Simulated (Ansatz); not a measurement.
## Molecular dynamics of H$_{6}$InNSiSn

The input (input.yaml):

```yaml
crystal:
  periodic: [false, false, false]
  atoms:
    - { symbol: Sn, position_ang: [-1.001174, 1.280063, 0.512226] }
    - { symbol: "N", position_ang: [-0.174383, -0.269795, -0.606495] }
    - { symbol: Si, position_ang: [0.979912, -1.555297, 0.22438] }
    - { symbol: In, position_ang: [0.800398, -0.088269, -2.587242] }
    - { symbol: H, position_ang: [-2.09554, 2.113465, -0.535231] }
    - { symbol: H, position_ang: [-1.836378, 0.570278, 1.853387] }
    - { symbol: H, position_ang: [0.243473, 2.347991, 1.07597] }
    - { symbol: H, position_ang: [-0.59434, -1.505856, 0.07086] }
    - { symbol: H, position_ang: [2.071248, -0.873102, 1.045124] }
    - { symbol: H, position_ang: [1.689784, -2.070581, -1.049979] }
basis:
  gaussian: { orbitals: def2-SVP }
hamiltonian:
  xc: pbe
  dispersion: d4
md:
  timestep: 0.5
  n_steps: 200
  ensemble: nve
  temperature: 100.0
  initial_velocities: maxwell_boltzmann
  seed: 6415
```

Run as:

```bash
$ ansatz run input.yaml --threads 2 --pin off --max-ram 3072MiB --backend cpu --events-out ev --progress --plain --runs-dir out
```

It starts at the highest image of a converged band. Of that band: Neighbouring images differ by up to 2.4 eV, so the band resolves the path poorly. A vibrational analysis at the climbing image gives one clearly imaginary mode, 1420i cm⁻¹: a first-order saddle point.

Output, in part (step lines, the closing report, with atoms numbered from 0):

```
md step     0: t =     0.00 fs  T =   100.0 K  F+E_penalty+E_count = -20458.84850584 eV  E_kin = 0.103408 eV  conserved = -20458.74509784 eV  (29 SCF iters)
md step     1: t =     0.50 fs  T =    98.8 K  F+E_penalty+E_count = -20458.84723404 eV  E_kin = 0.102145 eV  conserved = -20458.74508948 eV  (31 SCF iters)
md step     2: t =     1.00 fs  T =    95.5 K  F+E_penalty+E_count = -20458.84381623 eV  E_kin = 0.098748 eV  conserved = -20458.74506868 eV  (31 SCF iters)
md step     3: t =     1.50 fs  T =    90.5 K  F+E_penalty+E_count = -20458.83858181 eV  E_kin = 0.093544 eV  conserved = -20458.74503773 eV  (31 SCF iters)
md step     4: t =     2.00 fs  T =    84.2 K  F+E_penalty+E_count = -20458.83201990 eV  E_kin = 0.087020 eV  conserved = -20458.74500018 eV  (31 SCF iters)
md step     5: t =     2.50 fs  T =    77.1 K  F+E_penalty+E_count = -20458.82472207 eV  E_kin = 0.079761 eV  conserved = -20458.74496061 eV  (31 SCF iters)
md step     6: t =     3.00 fs  T =    70.0 K  F+E_penalty+E_count = -20458.81731480 eV  E_kin = 0.072391 eV  conserved = -20458.74492336 eV  (31 SCF iters)
md step     7: t =     3.50 fs  T =    63.3 K  F+E_penalty+E_count = -20458.81039103 eV  E_kin = 0.065499 eV  conserved = -20458.74489210 eV  (31 SCF iters)
[... lines left out ...]
Total energy: -20459.35621993 eV, -751.8674732327 hartree
Atom 0 at    -0.971967     1.246571     0.463342 Å, force     0.649945    -0.520323    -0.227999 eV/Å
Atom 1 at     0.232440    -0.151002    -0.522850 Å, force    -1.234710    -1.382990    -0.116119 eV/Å
Atom 2 at     0.832514    -1.656130     0.466888 Å, force     1.944389     3.944083    -3.076745 eV/Å
Atom 3 at     0.750401    -0.033775    -2.614768 Å, force    -0.076892    -0.116144     0.298710 eV/Å
Atom 4 at    -1.652276     2.197830    -0.833781 Å, force    -0.014877     0.027396     0.292536 eV/Å
Atom 5 at    -2.143595     0.364065     1.420098 Å, force     0.038464     0.301913    -0.076394 eV/Å
Atom 6 at     0.252464     2.065322     1.423795 Å, force    -0.463685     0.107542     0.012179 eV/Å
Atom 7 at     0.088228    -2.788239     1.006381 Å, force    -0.442543    -0.543996     0.403118 eV/Å
Atom 8 at     1.622310    -0.488067     0.967846 Å, force     0.354654    -0.707303     2.090976 eV/Å
Atom 9 at     2.020117    -1.872988    -0.550933 Å, force    -0.754745    -1.110178     0.399738 eV/Å
Dipole moment:    -0.190016    -0.074134    -0.006318 e Å
```

The steps, from the saved trajectory:

```json
{"time (fs)": "0.0", "T (K)": "100", "potential energy less start (eV)": "0.000", "conserved less start (meV/atom)": "0.00"}
{"time (fs)": "3.0", "T (K)": "70", "potential energy less start (eV)": "0.031", "conserved less start (meV/atom)": "0.02"}
{"time (fs)": "6.0", "T (K)": "48", "potential energy less start (eV)": "0.054", "conserved less start (meV/atom)": "0.02"}
{"time (fs)": "9.0", "T (K)": "52", "potential energy less start (eV)": "0.050", "conserved less start (meV/atom)": "0.01"}
{"time (fs)": "12.0", "T (K)": "35", "potential energy less start (eV)": "0.068", "conserved less start (meV/atom)": "0.02"}
{"time (fs)": "15.0", "T (K)": "70", "potential energy less start (eV)": "0.032", "conserved less start (meV/atom)": "0.03"}
{"time (fs)": "18.0", "T (K)": "206", "potential energy less start (eV)": "-0.109", "conserved less start (meV/atom)": "0.04"}
{"time (fs)": "21.0", "T (K)": "534", "potential energy less start (eV)": "-0.448", "conserved less start (meV/atom)": "0.09"}
{"time (fs)": "24.0", "T (K)": "1268", "potential energy less start (eV)": "-1.209", "conserved less start (meV/atom)": "-0.04"}
{"time (fs)": "27.0", "T (K)": "1913", "potential energy less start (eV)": "-1.877", "conserved less start (meV/atom)": "-0.22"}
{"time (fs)": "30.0", "T (K)": "1829", "potential energy less start (eV)": "-1.790", "conserved less start (meV/atom)": "-0.14"}
{"time (fs)": "33.0", "T (K)": "1350", "potential energy less start (eV)": "-1.293", "conserved less start (meV/atom)": "-0.04"}
{"time (fs)": "36.0", "T (K)": "932", "potential energy less start (eV)": "-0.860", "conserved less start (meV/atom)": "-0.01"}
{"time (fs)": "39.0", "T (K)": "801", "potential energy less start (eV)": "-0.724", "conserved less start (meV/atom)": "0.02"}
{"time (fs)": "42.0", "T (K)": "986", "potential energy less start (eV)": "-0.917", "conserved less start (meV/atom)": "-0.17"}
{"time (fs)": "45.0", "T (K)": "1047", "potential energy less start (eV)": "-0.978", "conserved less start (meV/atom)": "0.05"}
{"time (fs)": "48.0", "T (K)": "1377", "potential energy less start (eV)": "-1.324", "conserved less start (meV/atom)": "-0.31"}
{"time (fs)": "51.0", "T (K)": "1013", "potential energy less start (eV)": "-0.945", "conserved less start (meV/atom)": "-0.03"}
{"time (fs)": "54.0", "T (K)": "771", "potential energy less start (eV)": "-0.694", "conserved less start (meV/atom)": "0.02"}
{"time (fs)": "57.0", "T (K)": "1102", "potential energy less start (eV)": "-1.037", "conserved less start (meV/atom)": "0.01"}
{"time (fs)": "60.0", "T (K)": "1793", "potential energy less start (eV)": "-1.754", "conserved less start (meV/atom)": "-0.38"}
{"time (fs)": "63.0", "T (K)": "1488", "potential energy less start (eV)": "-1.434", "conserved less start (meV/atom)": "0.08"}
{"time (fs)": "66.0", "T (K)": "1509", "potential energy less start (eV)": "-1.460", "conserved less start (meV/atom)": "-0.29"}
{"time (fs)": "69.0", "T (K)": "1195", "potential energy less start (eV)": "-1.133", "conserved less start (meV/atom)": "-0.06"}
{"time (fs)": "72.0", "T (K)": "866", "potential energy less start (eV)": "-0.793", "conserved less start (meV/atom)": "-0.08"}
{"time (fs)": "75.0", "T (K)": "671", "potential energy less start (eV)": "-0.591", "conserved less start (meV/atom)": "0.02"}
{"time (fs)": "78.0", "T (K)": "914", "potential energy less start (eV)": "-0.844", "conserved less start (meV/atom)": "-0.16"}
{"time (fs)": "81.0", "T (K)": "1100", "potential energy less start (eV)": "-1.034", "conserved less start (meV/atom)": "0.02"}
{"time (fs)": "84.0", "T (K)": "1556", "potential energy less start (eV)": "-1.508", "conserved less start (meV/atom)": "-0.18"}
{"time (fs)": "87.0", "T (K)": "1761", "potential energy less start (eV)": "-1.719", "conserved less start (meV/atom)": "-0.11"}
{"time (fs)": "90.0", "T (K)": "1772", "potential energy less start (eV)": "-1.731", "conserved less start (meV/atom)": "-0.15"}
{"time (fs)": "93.0", "T (K)": "1423", "potential energy less start (eV)": "-1.370", "conserved less start (meV/atom)": "-0.15"}
{"time (fs)": "96.0", "T (K)": "683", "potential energy less start (eV)": "-0.602", "conserved less start (meV/atom)": "0.01"}
{"time (fs)": "99.0", "T (K)": "478", "potential energy less start (eV)": "-0.391", "conserved less start (meV/atom)": "-0.01"}
```

The run went to its last step. The conserved energy stayed within 0.44 meV per atom of its start (net change -0.098 meV per atom), so the integration is sound. The kinetic energy rose, since the run started high on the potential surface and went downhill. A run of 0.1 ps of so small a system gives no equilibrium averages. The orbitals stay closed-shell, which can raise the energy where a bond breaks towards radicals; this wasn't checked here.

Between its relaxed ends the band would form N2–H8, Si3–In4 and break Si3–H8. These pairs go: N2–H8 1.47 → 3.05 Å, Si3–In4 3.18 → 3.48 Å, Si3–H8 1.58 → 1.46 Å. In the last frame they stand as before the step (other bonds may differ from the relaxed reactants and products). These pairs come and go: their bonding changes 8 times, last at 74 of 100 fs, so the outcome isn't settled. It ends as one piece, H6InNSiSn. Pairs count as bonded within 1.25 times the sum of covalent radii (0.12 Å more for H–H).

Last frame:

```xyz
10
Properties=species:S:1:pos:R:3
Sn -0.972 1.247 0.463
N 0.232 -0.151 -0.523
Si 0.833 -1.656 0.467
In 0.750 -0.034 -2.615
H -1.652 2.198 -0.834
H -2.144 0.364 1.420
H 0.253 2.065 1.424
H 0.088 -2.788 1.006
H 1.622 -0.488 0.968
H 2.020 -1.873 -0.551
```

Run time: 11 min on 2 threads of Intel(R) Xeon(R) Platinum 8259CL CPU @ 2.50GHz (Skylake/Cascade Lake) (shared host), peak memory 0.2 GiB.
